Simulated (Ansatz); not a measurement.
Calculated with Ansatz (gas phase, PBE0-D4/def2-TZVP geometries, no zero-point term in ΔE). CCSD(T)/CBS is the MP2 limit (def2-TZVPP, def2-QZVPP) plus CCSD(T) − MP2 in def2-TZVPP, frozen cores. This one scheme is used for every species. DFT in def2-TZVPP. B3LYP here is the variant with VWN-RPA as its local correlation; programs differ in this. One conformer a species, not always the lowest.

`C[Si](C)(C)O` + `OBF` → `C[Si](C)(C)OBF` + H₂O  (ligand exchange at the Si–O bond)

| level | ΔE (kJ/mol) | difference from CCSD(T)/CBS |
| --- | --- | --- |
| BLYP-D4 | -6.6 | 3.6 |
| B3LYP-D4 | -7.7 | 2.5 |
| r2SCAN0-D4 | -6.2 | 4.0 |
| B2PLYP | -2.9 | 7.3 |
| r2SCAN | -3.4 | 6.8 |
| PBE0 | -1.5 | 8.7 |
| r2SCANh | -3.8 | 6.4 |
| CCSD/def2-SVP | -2.8 | 7.4 |
| MP2/def2-TZVPP | -6.7 | 3.5 |
| MP2/def2-QZVPP | -9.1 | 1.1 |
| CCSD(T)/CBS | -10.2 | 0 |

Largest T1 diagnostic among the species: 0.013.

At CCSD(T), def2-SVP lies +7.2 kJ/mol from the extrapolated value and def2-TZVPP +3.4 kJ/mol. From BLYP to BHLYP (50 % exact exchange), in def2-TZVPP and without D4, ΔE moves by −5.1 kJ/mol. Leaving LDA and LC-ωPBE aside and taking each functional with its dispersion term where it has one, the values, not all of them listed here, spread over 6.6 kJ/mol, from BHLYP-D4 to B2PLYP.
